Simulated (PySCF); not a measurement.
HSE06 single point of triplet RuH₂ at its PBE0 minimum.

An equivalent PySCF input for this run (the driver started from the density of an earlier step):

```python
from pyscf import gto, scf, dft
mol = gto.M(atom='''
Ru    -0.000000     0.000000    -0.023996
H      0.949218    -0.000000     1.213171
H     -0.949218     0.000000     1.213171''',
    basis={'Ru': 'def2-TZVP', 'H': 'def2-TZVP'},
    ecp={'Ru': 'def2-TZVP'},
    charge=0, spin=2)
mf = dft.UKS(mol, xc='HSE06')
mf.grids.atom_grid = (75, 302)
aux = {'Ru': 'def2-universal-JKFIT', 'H': 'def2-universal-JKFIT'}
mf = mf.density_fit(auxbasis=aux)
mf.conv_tol = 1e-08
mf.diis_space = 10
mf.max_cycle = 60
mf.verbose = 4
mf.kernel()
```

SCF log (excerpt):

```
init E= -95.9926759690982
cycle= 1 E= -95.992698393583  delta_E= -2.24e-05  |g|= 0.00285  |ddm|= 0.0145
cycle= 2 E= -95.9926931581267  delta_E= 5.24e-06  |g|= 0.0048  |ddm|= 0.00606
cycle= 3 E= -95.9927018254756  delta_E= -8.67e-06  |g|= 0.000882  |ddm|= 0.00351
cycle= 4 E= -95.9927021614505  delta_E= -3.36e-07  |g|= 0.000251  |ddm|= 0.00076
cycle= 5 E= -95.9927021997123  delta_E= -3.83e-08  |g|= 3.91e-05  |ddm|= 0.000253
cycle= 6 E= -95.992702207911  delta_E= -8.2e-09  |g|= 2.16e-05  |ddm|= 0.000182
Extra cycle  E= -95.9927022104779  delta_E= -2.57e-09  |g|= 1.96e-05  |ddm|= 8.8e-05
converged SCF energy = -95.9927022104779  <S^2> = 2.0141589  2S+1 = 3.0094245
```

Open d and f shells are described by one determinant, and the ground state may have another occupation or spin.

This run, together with those of the ionised and electron-attached species (not shown), took 2.4 s on 2 threads of a shared AMD EPYC 9R45 96-Core (Zen 5) host, with 52 basis functions; the process peaked at 0.66 GiB.
